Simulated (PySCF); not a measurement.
Work out the structure from these simulated measurements.

Elements present: B, C and H. Monoisotopic mass: 76.0656 u.

| Item | Value |
| --- | --- |
| Polarisability | 71.3 au [PBE0/def2-SVPD] |
| Rotational structure | rotational constants A, B, C: 5.690, 4.579, 2.557 GHz [PBE0-D3(BJ)/def2-SVP] |
| UV, first state | lowest singlet excitation: 2.97 eV (417 nm, f = 0.000) [TDDFT PBE0/def2-SVPD] |
| 13C NMR | chemical shifts (computed TMS as zero) by class: 163.5 (4 C) ppm [GIAO B97-2/pcSseg-2] |
| UV, strongest line | among the 10 lowest singlet transitions: S5 at 5.11 eV (243 nm, f = 0.110) [TDDFT PBE0/def2-SVPD] |
| Triplet | lowest triplet excitation (Tamm–Dancoff): 2.07 eV [TDA PBE0/def2-SVPD] |
| Dipole | 0.26 D [PBE0/def2-SVPD] |
| Valence photoelectron | vertical ionisation energy: 9.66 eV [ΔSCF PBE0/def2-SVPD] |

Electronic properties: PySCF, gas phase, density fitting. Levels stand in brackets. The structure is a single PBE0-D3(BJ)/def2-SVP conformer in the gas phase; no vibrational or solvent corrections. Each NMR value is the plain mean over a class of atoms that symmetry, rotation or inversion makes alike.

Task: Which formula fits the mass and the elements?

Result: C4H6B2 (calculated 76.0656). No other formula that holds each of these elements comes within 0.0003 u with a fitting electron parity and a possible valence count.

Task: Give a SMILES that accounts for the data.

Result: Numbering: `[BH:1]1[CH:2]=[CH:3][BH:4][CH:5]=[CH:6]1`. 4 carbons fall into 1 class: unsaturated ring CH carbon [C2/C3/C5/C6] (163.5 ppm, 4 C, up to 4.1 ppm apart in this geometry). S1 is mainly HOMO→LUMO (weight 0.94); the largest Löwdin shares of the orbital it empties are 0.21 on each of 4 atoms of one kind (unsaturated ring CH carbon), of the orbital it fills 0.20 on each of 2 atoms of one kind (ring boron). By its constants the optimised geometry is an asymmetric top. Structure: `B1C=CBC=C1`. The assignments are read from this structure; whether some other isomer fits the data as well wasn't checked.
